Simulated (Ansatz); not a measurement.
Reaction (ligand exchange at a B–O bond): `[SiH3]OB(Cl)Br` + H–F → `FB(Cl)Br` + silanol

Calculated with Ansatz (gas phase, PBE0-D4/def2-TZVP geometries, no zero-point term in ΔE). CCSD(T)/CBS adds triple-zeta CCSD(T) − MP2 to the extrapolated MP2 energy (def2 sets, frozen cores). This one scheme is used for every species. DFT in def2-TZVPP. B3LYP here is the variant with VWN-RPA as its local correlation; programs differ in this. HSE06 is defined as in plane-wave codes. For Br outer-core shells are correlated without core-valence functions, which leaves a few kJ/mol of doubt a bond. Scalar relativity is left out up to krypton. One conformer a species, not always the lowest.

```
        level  ΔE (kJ/mol)
    revPBE-D4          2.9
     B3LYP-D4          3.1
     BHLYP-D4          5.6
         BLYP        -12.3
        HSE06         -2.7
 MP2/def2-SVP          3.7
HF/def2-QZVPP         -5.6
 HF/CBS(def2)         -5.5
```

Q: What does CCSD(T)/CBS give? (An estimate is asked.)

A: The calculation gave: +9.4 kJ/mol. The listed levels differ from it by -6.5, -6.3, -3.8, -21.7, -12.1, -5.7, -15.0, -14.9 kJ/mol.

Q: What do rigid-rotor, harmonic-oscillator terms from PBE0-D4/def2-TZVP frequencies (298.15 K, 1 bar) make of the CCSD(T)/CBS value? (Best estimate.)

A: Computed: ΔZPE = +3.4 kJ/mol, ΔH = +9.6 kJ/mol, ΔS = 22 J/(mol·K), ΔG = +3.1 kJ/mol.

Largest T1 diagnostic among the species: 0.011.

Leaving LDA and LC-ωPBE aside and taking each functional with its dispersion term where it has one, the values, not all of them listed here, spread over 12.0 kJ/mol, from B97M-V to BHLYP-D4. LDA lies +7.4 kJ/mol from PBE without D4. From r2SCAN to r2SCAN0 (25 % exact exchange), in def2-TZVPP and without D4, ΔE moves by +3.2 kJ/mol. At CCSD(T), def2-SVP lies −7.6 kJ/mol from the extrapolated value and def2-TZVPP −4.2 kJ/mol.
